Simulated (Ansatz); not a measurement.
Consider the redistribution: `CCS[Si](O)(O)O` + `O[SiH2][CH2][SnH3]` → `O[SiH2]C[Si](O)(O)O` + `CC[S][SnH3]`.

Computed with Ansatz on PBE0-D4/def2-TZVP structures; ΔE is electronic, products minus reactants. CCSD(T)/CBS adds triple-zeta CCSD(T) − MP2 to the extrapolated MP2 energy (def2 sets, frozen cores). Functionals use def2-TZVPP. Elements past krypton have def2 core potentials. For Sn outer-core shells are correlated without core-valence functions, which leaves a few kJ/mol of doubt a bond. Each species was taken in one conformer, which may not be the lowest.

```csv
level,ΔE (kJ/mol)
PBE0-D4,-30.8
HF/def2-TZVPP,-31.0
MP2/def2-TZVPP,-24.9
MP2/CBS(def2),-26.4
```

(1) What does CCSD(T)/CBS give? (An estimate is asked.)

Largest T1 diagnostic among the species: 0.012.

## Answers

(1) Computed: -28.0 kJ/mol. The listed levels differ from it by -2.8, -3.0, 3.1, 1.6 kJ/mol.

In def2-TZVPP, CCSD(T) changes the Hartree–Fock value by +4.6 kJ/mol (the triples alone add +0.5 kJ/mol) and MP2 by +6.1 kJ/mol.
